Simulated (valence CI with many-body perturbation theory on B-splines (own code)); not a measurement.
# Sm³⁹⁺: M1 decay

Computed by configuration interaction combined with many-body perturbation theory (CI+MBPT): five valence electrons over a frozen Dirac-Fock core [Ar], a basis of 7 s, 7 p, 8 d, 6 f, 4 g, 1 h functions for each j, with the one-electron correlation potential Σ1, the two-electron term Σ2, the three-electron term Σ3, Breit, model QED; selected CI, second order for the rest (own B-spline code, finite nucleus).

No measured spectrum was set against this ion. As an estimate, large intervals hold to a few tenths of a per cent, small ones and those within an open d or f shell to about a per cent. Only levels of the ground parity were solved; by the run's estimate the other parity begins above the list, which can be wrong where configurations are misplaced.

Lines 51 to 100 of 120 in falling wavelength, among levels below 136.21 eV, chosen from the decays that carry over 1 % of a level's rate. Wavelengths and rates use the calculated energies. Weak lines are less certain than strong ones. Lines between different terms over intervals too small for the method are left out, as are lines whose strength nearly cancels.

Levels are named by their leading jj configuration (3d3/2^4 stands for four electrons in 3d with j = 3/2), which in mixed levels can hold well under half, so a name can repeat and another be missing. Letters in brackets count levels of one name in rising energy.

| λ vac (Å) | Upper | Lower | Type | A (s⁻¹) | Branch % |
| --- | --- | --- | --- | --- | --- |
| 414.9 | (3d3/2^2 3d5/2^3) J=5/2 [c] | (3d3/2^3 3d5/2^2) J=7/2 [b] | M1 | 1.06e+05 | 27.9 |
| 413.9 | (3d3/2^2 3d5/2^3) J=13/2 | (3d3/2^3 3d5/2^2) J=11/2 | M1 | 3.49e+04 | 99.3 |
| 412.1 | (3d3/2^2 3d5/2^3) J=1/2 [a] | (3d3/2^3 3d5/2^2) J=3/2 [a] | M1 | 1.87e+05 | 59.4 |
| 406.5 | (3d3/2^2 3d5/2^3) J=5/2 [a] | (3d3/2^3 3d5/2^2) J=5/2 [a] | M1 | 4.45e+05 | 88.2 |
| 402.0 | (3d3/2^3 3d5/2^2) J=7/2 [a] | (3d3/2^4 3d5/2) J=5/2 | M1 | 9.83e+04 | 94.4 |
| 400.9 | (3d3/2^3 3d5/2^2) J=3/2 [b] | (3d3/2^3 3d5/2^2) J=5/2 [a] | M1 | 1.10e+04 | 19.6 |
| 398.2 | (3d3/2 3d5/2^4) J=3/2 [a] | (3d3/2^2 3d5/2^3) J=5/2 [b] | M1 | 5.73e+04 | 11.4 |
| 396.5 | (3d3/2^2 3d5/2^3) J=3/2 [a] | (3d3/2^3 3d5/2^2) J=3/2 [a] | M1 | 2.47e+05 | 45.2 |
| 389.3 | (3d3/2^3 3d5/2^2) J=3/2 [a] | (3d3/2^4 3d5/2) J=5/2 | M1 | 2.99e+05 | 99.9 |
| 385.9 | (3d3/2^2 3d5/2^3) J=5/2 [d] | (3d3/2^2 3d5/2^3) J=5/2 [b] | M1 | 7.16e+04 | 18.8 |
| 379.3 | (3d3/2 3d5/2^4) J=3/2 [a] | (3d3/2^2 3d5/2^3) J=3/2 [a] | M1 | 1.72e+05 | 34.2 |
| 377.7 | (3d3/2^2 3d5/2^3) J=5/2 [b] | (3d3/2^3 3d5/2^2) J=3/2 [a] | M1 | 3.85e+04 | 13.4 |
| 377.4 | (3d3/2 3d5/2^4) J=11/2 | (3d3/2^2 3d5/2^3) J=13/2 | M1 | 7.33e+04 | 14.3 |
| 373.4 | (3d3/2^2 3d5/2^3) J=9/2 [b] | (3d3/2^3 3d5/2^2) J=9/2 | M1 | 2.13e+05 | 55.6 |
| 373.2 | (3d3/2^2 3d5/2^3) J=7/2 [b] | (3d3/2^3 3d5/2^2) J=5/2 [b] | M1 | 4.75e+03 | 4.6 |
| 368.1 | (3d3/2^2 3d5/2^3) J=5/2 [d] | (3d3/2^2 3d5/2^3) J=3/2 [a] | M1 | 9.41e+03 | 2.5 |
| 367.9 | (3d3/2 3d5/2^4) J=7/2 [a] | (3d3/2^2 3d5/2^3) J=9/2 [a] | M1 | 2.19e+05 | 35.8 |
| 366.5 | (3d3/2^2 3d5/2^3) J=5/2 [b] | (3d3/2^3 3d5/2^2) J=7/2 [a] | M1 | 8.43e+04 | 29.3 |
| 366.1 | (3d3/2 3d5/2^4) J=3/2 [a] | (3d3/2^2 3d5/2^3) J=1/2 [a] | M1 | 1.52e+05 | 30.3 |
| 360.9 | (3d3/2^2 3d5/2^3) J=3/2 [c] | (3d3/2^2 3d5/2^3) J=3/2 [a] | M1 | 1.38e+05 | 31.0 |
| 359.6 | (3d3/2^2 3d5/2^3) J=5/2 [c] | (3d3/2^3 3d5/2^2) J=5/2 [b] | M1 | 4.20e+03 | 1.1 |
| 355.8 | (3d3/2 3d5/2^4) J=5/2 [a] | (3d3/2^2 3d5/2^3) J=5/2 [a] | M1 | 5.87e+05 | 65.8 |
| 355.2 | (3d3/2^2 3d5/2^3) J=3/2 [b] | (3d3/2^3 3d5/2^2) J=1/2 | M1 | 2.83e+04 | 19.1 |
| 354.9 | (3d3/2^2 3d5/2^3) J=7/2 [c] | (3d3/2^3 3d5/2^2) J=7/2 [b] | M1 | 8.51e+04 | 37.3 |
| 352.7 | (3d3/2^2 3d5/2^3) J=7/2 [b] | (3d3/2^3 3d5/2^2) J=9/2 | M1 | 5.69e+04 | 55.4 |
| 351.3 | (3d3/2 3d5/2^4) J=11/2 | (3d3/2^2 3d5/2^3) J=9/2 [a] | M1 | 8.61e+04 | 16.8 |
| 348.8 | (3d3/2^2 3d5/2^3) J=3/2 [c] | (3d3/2^2 3d5/2^3) J=1/2 [a] | M1 | 9.93e+04 | 22.3 |
| 343.4 | (3d3/2^2 3d5/2^3) J=7/2 [a] | (3d3/2^3 3d5/2^2) J=5/2 [a] | M1 | 5.46e+04 | 21.7 |
| 342.4 | (3d3/2 3d5/2^4) J=7/2 [a] | (3d3/2^2 3d5/2^3) J=7/2 [a] | M1 | 1.85e+05 | 30.1 |
| 340.7 | (3d3/2^2 3d5/2^3) J=3/2 [b] | (3d3/2^3 3d5/2^2) J=5/2 [b] | M1 | 4.63e+04 | 31.3 |
| 337.5 | (3d3/2^2 3d5/2^3) J=9/2 [b] | (3d3/2^3 3d5/2^2) J=11/2 | M1 | 7.73e+04 | 20.2 |
| 335.1 | (3d3/2 3d5/2^4) J=11/2 | (3d3/2^2 3d5/2^3) J=11/2 | M1 | 3.08e+05 | 60.0 |
| 329.5 | (3d3/2^3 3d5/2^2) J=5/2 [b] | (3d3/2^4 3d5/2) J=5/2 | M1 | 1.43e+03 | 3.8 |
| 325.8 | (3d3/2^2 3d5/2^3) J=9/2 [b] | (3d3/2^3 3d5/2^2) J=7/2 [a] | M1 | 6.06e+04 | 15.8 |
| 323.2 | (3d3/2^2 3d5/2^3) J=1/2 [b] | (3d3/2^3 3d5/2^2) J=1/2 | M1 | 1.07e+05 | 30.6 |
| 313.6 | (3d3/2^2 3d5/2^3) J=7/2 [c] | (3d3/2^3 3d5/2^2) J=5/2 [b] | M1 | 4.31e+04 | 18.9 |
| 312.9 | (3d3/2^2 3d5/2^3) J=5/2 [d] | (3d3/2^2 3d5/2^3) J=7/2 [a] | M1 | 2.58e+04 | 6.8 |
| 309.9 | (3d3/2^2 3d5/2^3) J=7/2 [b] | (3d3/2^3 3d5/2^2) J=7/2 [a] | M1 | 4.73e+03 | 4.6 |
| 308.0 | (3d3/2^2 3d5/2^3) J=5/2 [c] | (3d3/2^3 3d5/2^2) J=3/2 [a] | M1 | 6.31e+04 | 16.6 |
| 300.5 | (3d3/2^2 3d5/2^3) J=5/2 [c] | (3d3/2^3 3d5/2^2) J=7/2 [a] | M1 | 1.46e+05 | 38.3 |
| 299.1 | (3d3/2^2 3d5/2^3) J=9/2 [c] | (3d3/2^3 3d5/2^2) J=7/2 [b] | M1 | 9.12e+04 | 64.4 |
| 299.0 | (3d3/2^2 3d5/2^3) J=7/2 [c] | (3d3/2^3 3d5/2^2) J=9/2 | M1 | 9.03e+04 | 39.6 |
| 296.6 | (3d3/2 3d5/2^4) J=7/2 [a] | (3d3/2^2 3d5/2^3) J=5/2 [a] | M1 | 2.67e+04 | 4.4 |
| 294.9 | (3d3/2^2 3d5/2^3) J=3/2 [a] | (3d3/2^3 3d5/2^2) J=5/2 [a] | M1 | 1.83e+05 | 33.7 |
| 294.0 | (3d3/2^2 3d5/2^3) J=3/2 [b] | (3d3/2^3 3d5/2^2) J=3/2 [a] | M1 | 4.88e+04 | 33.0 |
| 293.7 | (3d3/2^3 3d5/2^2) J=7/2 [b] | (3d3/2^4 3d5/2) J=5/2 | M1 | 1.16e+04 | 80.5 |
| 283.1 | (3d3/2 3d5/2^4) J=3/2 [a] | (3d3/2^3 3d5/2^2) J=3/2 [b] | M1 | 1.80e+04 | 3.6 |
| 280.4 | (3d3/2 3d5/2^4) J=3/2 [a] | (3d3/2^2 3d5/2^3) J=5/2 [a] | M1 | 4.95e+04 | 9.8 |
| 276.8 | (3d3/2^2 3d5/2^3) J=5/2 [d] | (3d3/2^3 3d5/2^2) J=3/2 [b] | M1 | 7.92e+04 | 20.8 |
| 274.2 | (3d3/2^2 3d5/2^3) J=5/2 [d] | (3d3/2^2 3d5/2^3) J=5/2 [a] | M1 | 4.38e+04 | 11.5 |
